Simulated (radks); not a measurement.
Question: These are the eigenvalues of the occupied orbitals of an atom or ion with whole-number occupations (Ry). Method: Dirac Kohn-Sham, PBE, spin-unpolarised, spherical densities, finite nucleus; Fermi nuclear charge, rms radius of each element as measured or else 0.836 A^(1/3) + 0.57 fm; computed with a radial shooting solver on a logarithmic mesh with Libxc functionals.

| orbital | eigenvalue |
|---|---|
| 1s1/2 | -5260.794 |
| 2s1/2 | -914.2343 |
| 2p1/2 | -875.1204 |
| 2p3/2 | -769.3106 |
| 3s1/2 | -214.1536 |
| 3p1/2 | -196.6508 |
| 3p3/2 | -173.6719 |
| 3d3/2 | -144.2104 |
| 3d5/2 | -139.2220 |
| 4s1/2 | -47.26562 |
| 4p1/2 | -39.95480 |
| 4p3/2 | -34.59442 |
| 4d3/2 | -22.57685 |
| 4d5/2 | -21.58628 |
| 5s1/2 | -9.47025 |
| 5p1/2 | -7.23638 |
| 4f5/2 | -6.45899 |
| 5p3/2 | -6.40223 |
| 4f7/2 | -6.27389 |
| 5d3/2 | -3.40329 |

Which element is it, and in what charge state? The configuration may be excited. Open shells, if any, fill j = l - 1/2 first.

Answer: Z = 75, rhenium, charge +4: Re4+ in [Xe] 4f14 5d3. The list shows which subshells hold electrons but not how many an open one holds; the 1s level, -2630.4 hartree, gives Z - s = 72.5 by -(Z - s)^2/2, which with screening and relativity narrows Z to a few neighbours, and the depths of the outer levels then fix element, charge and occupations together.
